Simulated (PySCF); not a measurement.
Q: Give a PBE0-D3(BJ)/def2-SVP geometry of `[CH3][Ge]([CH3])([CH3])[CH3]` (GeMe4).

A: 
```xyz
17
C4H12Ge angstrom
C     -0.2687   -1.0385   -1.6359
Ge    -0.0005    0.0026   -0.0003
C     -0.0813    1.9124   -0.4237
C     -1.4033   -0.4428    1.2908
C      1.7503   -0.4246    0.7649
H     -1.2456   -0.8096   -2.0880
H     -0.2343   -2.1172   -1.4203
H      0.5139   -0.8111   -2.3756
H      0.0647    2.5199    0.4823
H     -1.0578    2.1734   -0.8590
H      0.7013    2.1829   -1.1487
H     -2.3976   -0.2105    0.8801
H     -1.3764   -1.5143    1.5403
H     -1.2734    0.1303    2.2213
H      1.8196   -1.4969    1.0027
H      2.5561   -0.1764    0.0575
H      1.9191    0.1445    1.6918
```

Orientation and origin are arbitrary. Atoms count from 1 in this order. All 4 C–Ge bonds measure 1.957 to 1.958 Å. Ge2 (germanium bonded to 4 C) is tetrahedral (angles from 109.4° to 109.6°).

Bonds between heavy atoms (Å): C1–Ge2 1.957, Ge2–C3 1.958, Ge2–C4 1.958, Ge2–C5 1.958.

Method: PBE0-D3(BJ)/def2-SVP geometry optimisation, gas phase in PySCF.

Point group: Td (tolerance 0.08 Å). PBE0-D3(BJ)/def2-SVP frequencies: not computed here.
